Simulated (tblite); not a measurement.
C3H11ClSi3.
Z-matrix (Å and degrees, GFN2-xTB geometry), rows numbered from 1:
```
Cl
C   1  1.8013
Si  2  1.9089  1  106.70
C   3  1.8951  2  107.96  1    66.70
Si  4  1.9024  3  114.59  2    53.27
C   5  1.9023  4  108.98  3   -55.69
Si  6  1.8949  5  114.59  4    55.66
H   2  1.0886  1  104.87  3  -117.23
H   3  1.4690  2  107.32  1  -172.99
H   3  1.4680  2  108.54  1   -54.32
H   4  1.0899  3  108.60  2   -68.66
H   4  1.0884  3  109.02  2   176.18
H   5  1.4733  4  109.75  3  -175.85
H   5  1.4705  4  109.81  3    64.67
H   6  1.0899  5  108.82  4   -66.12
H   6  1.0884  5  109.38  4   178.38
H   7  1.4680  2  108.47  1    54.32
H   7  1.4690  2  107.38  1   172.98
```

Level: GFN2-xTB in tblite, geometry and Hessian alike; calculated harmonic values, unscaled, isolated species. The method is semi-empirical: single wavenumbers can be off by several per cent or more. Modes of hydrogen on silicon can be 10 to 20 % off. One conformer, not necessarily the lowest.

Harmonic wavenumbers (cm⁻¹): 60.2, 96.8, 131.1, 165.8, 166.8, 210.4, 230.7, 320.8, 453.3, 456.4, 475.2, 540.2, 548.9, 551.2, 558.1, 602.6, 627.6, 649.5, 692.1, 710.1, 741.0, 757.6, 764.0, 773.2, 776.5, 796.1, 826.2, 827.4, 846.0, 1006.9, 1019.7, 1069.2, 1126.0, 1137.7, 1160.6, 1450.9, 1455.0, 2173.9, 2198.6, 2205.4, 2224.8, 2232.5, 2233.2, 2960.3, 2979.1, 2982.2, 2997.1, 2999.9.

A = 1470, B = 1062, C = 815.8 MHz; mass 165.986 u (most abundant isotopes); point group Cs, symmetry number 1.

Task: Zero-point energy?

Result: Half the sum of the wavenumbers: 26484 cm⁻¹ = 316.83 kJ/mol.

Task: Entropy at 298.15 K, 1 bar (ideal gas, RRHO, classical rotation)?

Result: Translation 172.61, rotation 125.16, vibration 124.54: S = 422.3 J/(mol K).

Task: And Cp and H(298.15 K) − H(0)?

Result: Cp = 183.99 J/(mol K), of which vibrations give 150.73 (their classical limit is 48 R = 399.1); H(298.15 K) − H(0) = 30.96 kJ/mol without the zero-point energy, 21.04 from vibrations.

Task: Blend soft modes into free rotors: weight 1/[1 + (100 cm⁻¹/ν̃)⁴] for the oscillator and the rest for a rotor with moment μB/(μ + B), μ = h/(8π²ν), B = 10⁻⁴⁴ kg m². What vibrational entropy results?

Result: 118.71 J/(mol K) in place of 124.54, which changes −T·S at 298.15 K by +1.74 kJ/mol.

Task: What must be added to the electronic energy to get the Gibbs energy at 298.15 K and 1 bar?

Result: ZPE + [H(298.15 K) − H(0)] − T·S = 316.83 + 30.96 − 125.91 = 221.88 kJ/mol.

Task: Which modes carry the vibrational entropy at 298.15 K?

Result: 60.2 cm⁻¹: 18.62; 96.8 cm⁻¹: 14.72; 131.1 cm⁻¹: 12.26; 165.8 cm⁻¹: 10.39; 166.8 cm⁻¹: 10.34; 210.4 cm⁻¹: 8.54 J/(mol K); the other 42 give 49.68 together.

Task: How do the functions run with temperature in this model?

Result: 
| T (K) | S (J/(mol K)) | Cp (J/(mol K)) | H − H(0) (kJ/mol) | G − H(0) (kJ/mol) | ln q(vib) |
| --- | --- | --- | --- | --- | --- |
| 100 | 291.1 | 77.0 | 5.22 | -23.89 | 1.29 |
| 200 | 360.0 | 130.2 | 15.47 | -56.54 | 3.78 |
| 300 | 423.4 | 184.9 | 31.30 | -95.74 | 6.54 |
| 500 | 537.2 | 259.6 | 76.46 | -192.13 | 12.33 |
| 800 | 674.0 | 321.2 | 164.49 | -374.68 | 20.57 |
| 1000 | 748.6 | 347.0 | 231.45 | -517.11 | 25.54 |

q(vib) and H(0) count from the zero-point level.

Hindered rotation and anharmonicity are outside this model. Other conformers, if any are populated, would add a mixing term that is left out.

Hardware: Arm Neoverse V1, one thread, shared host with 64 logical CPUs at a one-minute load of 26. Cost: 0.96 s wall. The figure is for the frequency step alone.
